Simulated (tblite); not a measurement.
C4H4F2O3.
Numbering: `[CH2:1]=[C:2]([O:3][CH:4]([F:5])[F:6])[C:7](=[O:8])[OH:9]` (hydrogens: H10, H11 on C1; H12 on C4; H13 on O9)

A start from a force field or distance geometry was refined with GFN2-xTB geometry optimisation, gas phase in tblite 0.8.0. Values at the start:

| coordinate | start |
| --- | --- |
| C1=C2 | 1.302 Å |
| C1–H10 | 1.078 Å |
| C1–H11 | 1.079 Å |
| C2–O3 | 1.419 Å |
| C2–C7 | 1.451 Å |
| O3–C4 | 1.399 Å |
| C4–F5 | 1.402 Å |
| C4–F6 | 1.390 Å |
| C4–H12 | 1.115 Å |
| C7=O8 | 1.280 Å |
| C7–O9 | 1.385 Å |
| O9–H13 | 1.022 Å |
| C1–C2–O3 | 123.0° |
| C1–C2–C7 | 121.4° |
| C2–O3–C4 | 116.6° |
| C2–C7–O8 | 120.1° |
| C2–C7–O9 | 122.7° |
| O3–C2–C7 | 115.6° |
| O3–C4–F5 | 105.3° |
| O8–C7–O9 | 117.2° |
| C1–C2–O3–C4 | -104° |
| C1–C2–C7–O8 | 180° |
| C2–O3–C4–F5 | 180° |

Q: How do these coordinates change at the GFN2-xTB level?

A: 
```tsv
coordinate	GFN2-xTB (Å or °)	change
C7=O8	1.205	-0.075
C4–F5	1.341	-0.061
C7–O9	1.332	-0.053
O9–H13	0.972	-0.050
C2–C7	1.491	+0.040
C2–O3	1.379	-0.040
O3–C4	1.363	-0.036
C4–F6	1.354	-0.036
C1=C2	1.330	+0.028
C4–H12	1.102	-0.013
C1–H10	1.073	-0.005
C1–H11	1.075	-0.004
C2–C7–O9	112.3	-10.4
O8–C7–O9	122.9	+5.7
C2–C7–O8	124.7	+4.6
C1–C2–O3	119.1	-3.9
C2–O3–C4	120.0	+3.4
O3–C2–C7	118.5	+2.9
O3–C4–F5	106.3	+1.0
C1–C2–C7	122.2	+0.8
C1–C2–O3–C4	-157	-53
C1–C2–C7–O8	-159	+21
C2–O3–C4–F5	165	-15
```

The energy falls by 79.3 kJ/mol over 127 L-BFGS steps, the largest force on an atom goes from 6.17 to 0.009 eV/Å, and the atoms move by 0.601 Å rms after alignment. The bond that changes most is C7=O8 (carboxylic acid carbon to acid carbonyl oxygen), which shortens by 0.075 Å. Bonds longer at the end by more than 0.005 Å: 2 of 12; shorter: 8. Among the dihedrals that turn most is C1–C2–O3–C4, from -104° to -157°. Rotational constants go from 2960, 1013, 864.5 to 2939, 1185, 965.2 MHz.

The run took 0.76 s wall on Arm Neoverse V1, one thread (shared host).

Its GFN2-xTB frequencies are all real (lowest 48 cm⁻¹). The numbers are those of one conformer. 3 starts were optimised and ended at 0.00, 0.00 and 1.87 kcal/mol (GFN2-xTB); the lowest of these is shown.

These are computed values.
